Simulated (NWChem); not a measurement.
Species: C$_{2}$H$_{4}$OSi; SMILES C1=C[SiH2]O1

```xyz
8

C     -0.1570    -1.2334     0.0000
C      1.0683    -0.6609     0.0000
Si     0.1125     0.9110     0.0000
O     -1.1524    -0.2916     0.0000
H     -0.4745    -2.2845     0.0000
H      2.0466    -1.1336     0.0000
H      0.0625     1.7660    -1.2178
H      0.0625     1.7660     1.2178
```
Atoms are numbered in this order, from 1.

All runs: NWChem. Geometry: optimised at PBE0/def2-SVP. Level: PBE0/def2-SVPD; rows give the wavelength of the field.

| field | isotropic polarisability (bohr³) | anisotropy (bohr³) |
|---|---|---|
| static | … | 15.3 |
| 1065 nm | 50.4 | 15.5 |
| 589 nm | 51.6 | 16.0 |

Task: Fill in the missing entries.

Result: 
- static, isotropic polarisability (bohr³): 49.9
